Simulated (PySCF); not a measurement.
C2H4F2Se.
Atom-mapped SMILES: `[CH3:1][Se:2][CH:3]([F:4])[F:5]` (hydrogens: H6, H7, H8 on C1; H9 on C3)

Geometry (PBE0-D3(BJ)/def2-SVP, Å), atoms numbered from 1 in this order:
```
atom  x, y, z in Å
C1    -1.416    0.088    0.316
Se2   -0.278   -1.076   -0.743
C3     1.376   -0.137   -0.291
F4     1.338    1.142   -0.702
F5     2.388   -0.755   -0.913
H6    -1.204   -0.016    1.389
H7    -2.452   -0.223    0.125
H8    -1.287    1.129   -0.005
H9     1.552   -0.146    0.798
```

Level of theory: PBE0-D3(BJ)/def2-SVP geometry optimisation, gas phase in PySCF 2.14.0.

Take the most abundant isotopes and a rigid rotor. The values belong to one conformer with, in the numbering `[CH3:1][Se:2][CH:3]([F:4])[F:5]`, C1–Se2–C3–F4 -61°.

Task: Give the principal moments of inertia and the rotational constants in MHz.

Result: Ia = 94.80, Ib = 219.14, Ic = 291.29 u·Å²; 505379 MHz·u·Å²/I gives A = 5331, B = 2306, C = 1735 MHz.

Task: What kind of rotor is it?

Result: An asymmetric top: κ = (2 × 2306 − 5331 − 1735)/(5331 − 1735) = -0.68.

Task: What does the inertial defect say?

Result: Not planar: Δ = Ic − Ia − Ib = -22.65 u·Å². For a rigid frame Δ = −2 Σ m c², so Σ m c² = 11.32 u·Å² lies off the ab plane: 4.17 from hydrogen and 7.15 from heavier atoms. The atom farthest from that plane is 1.44 Å away.

Task: Give the other two planar moments, Paa and Pbb, and the rms extents of the mass along the axes.

Result: Paa = Σ m a² = (Ib + Ic − Ia)/2 = 207.81 and Pbb = Σ m b² = (Ia + Ic − Ib)/2 = 83.48 u·Å². With the mass M = 145.94 u, the rms extents √(P/M) along a, b and c are 1.19, 0.76, 0.28 Å.

Task: Predict some low-J microwave lines.

Result: The dipole components are |μa| = 1.40 D, |μb| = 1.28 D, |μc| = 1.40 D. Intensities carry the squares of the components, which stand as 1.00 : 0.84 : 1.00 (a : b : c). Some lines, for components of 0.1 D or more:

| type | branch | J(Ka,Kc) | MHz | lower level (cm⁻¹) |
| --- | --- | --- | --- | --- |
| a | Q | 1(1,0) ← 1(1,1) | 571 | 0.236 |
| a | Q | 2(1,1) ← 2(1,2) | 1714 | 0.486 |
| c | Q | 2(1,2) ← 2(0,2) | 2527 | 0.402 |
| c | Q | 1(1,1) ← 1(0,1) | 3025 | 0.135 |
| b | Q | 1(1,0) ← 1(0,1) | 3596 | 0.135 |
| a | R | 1(0,1) ← 0(0,0) | 4041 | 0.000 |
| b | Q | 2(1,1) ← 2(0,2) | 4241 | 0.402 |
| b | R | 2(0,2) ← 1(1,1) | 4984 | 0.236 |
| b | R | 1(1,1) ← 0(0,0) | 7066 | 0.000 |
| a | R | 2(1,2) ← 1(1,1) | 7511 | 0.236 |
| c | R | 1(1,0) ← 0(0,0) | 7637 | 0.000 |
| a | R | 2(0,2) ← 1(0,1) | 8009 | 0.135 |
| a | R | 2(1,1) ← 1(1,0) | 8654 | 0.255 |
| c | Q | 2(2,1) ← 2(1,1) | 9074 | 0.543 |
| b | Q | 2(2,0) ← 2(1,1) | 9148 | 0.543 |
| b | R | 2(1,2) ← 1(0,1) | 10536 | 0.135 |
| b | Q | 2(2,1) ← 2(1,2) | 10788 | 0.486 |
| c | R | 2(1,1) ← 1(0,1) | 12250 | 0.135 |
| b | R | 2(2,1) ← 1(1,0) | 17728 | 0.255 |
| c | R | 2(2,0) ← 1(1,0) | 17801 | 0.255 |
| c | R | 2(2,1) ← 1(1,1) | 18299 | 0.236 |
| b | R | 2(2,0) ← 1(1,1) | 18373 | 0.236 |

Task: Estimate the classical rotational partition function at 50 K, 100 K and 500 K.

Result: Point group C1, symmetry number σ = 1; q = (√π/σ)·√((kT/h)³/(ABC)), k/h = 20836.6 MHz/K: 12900 at 50 K, 36500 at 100 K, 408000 at 500 K.

No frequency check. Constants of a rigid frame at the computed geometry: no zero-point averaging, no centrifugal distortion. A rigid rotor knows nothing of internal rotation, which can split or shift real lines.

On one thread, x86-64 server, on a shared host, this took 39 s. This is the geometry optimisation.
